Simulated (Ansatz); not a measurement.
`C/C(BN)=C\F`, charge 0, multiplicity 1.

Task: Give a relaxed structure at PBE0-D4/def2-TZVP (Ansatz). (Best estimate.)

Result: The calculation gave: 
```xyz
13

C    -0.0785    0.7792   -1.2470
C    -0.0392   -0.4037   -0.3272
B     0.0923   -0.2617    1.2093
N     0.1820    0.9912    1.8125
C    -0.1169   -1.6504   -0.7819
F    -0.2344   -1.9551   -2.0807
H    -0.9359    1.4201   -1.0177
H    -0.1493    0.4886   -2.2950
H     0.8202    1.3928   -1.1284
H     0.1195   -1.2332    1.9129
H     0.2678    1.1147    2.8056
H     0.1665    1.8569    1.2997
H    -0.0941   -2.5395   -0.1621
```
Point group Cs.
This is one stationary point; other conformers may exist.
